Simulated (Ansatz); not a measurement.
Mulliken charges of `[NH2][Zn][SH]` from PBE/def2-TZVPP in Ansatz (PBE0-D4/def2-TZVP geometry).

```tsv
atom	x (Å)	y (Å)	z (Å)	charge (e)
N1	-1.099	0.309	-1.009	-0.405
Zn2	0.040	0.137	0.393	0.281
S3	1.274	0.052	2.160	-0.278
H4	-0.763	0.783	-1.834	0.145
H5	-1.619	-0.507	-1.297	0.145
H6	2.168	-0.773	1.587	0.111
```

Q: By hand: the dipole of these point charges (1 e Å = 4.8032 D).

A: Σ q r = (-0.003, -0.147, -0.359) e Å, of length 0.388 e Å = 1.86 D.

Q: How does the dipole of the full density compare? (Best estimate.)

A: Computed: (0.023, -0.172, -0.378) e Å, 2.00 D; the point charges give 0.93 times that, at 4° from its direction.

Point charges leave out the atoms' own dipoles, such as those of lone pairs, and Mulliken's split depends on the basis, so the close match here is no proof of good charges.
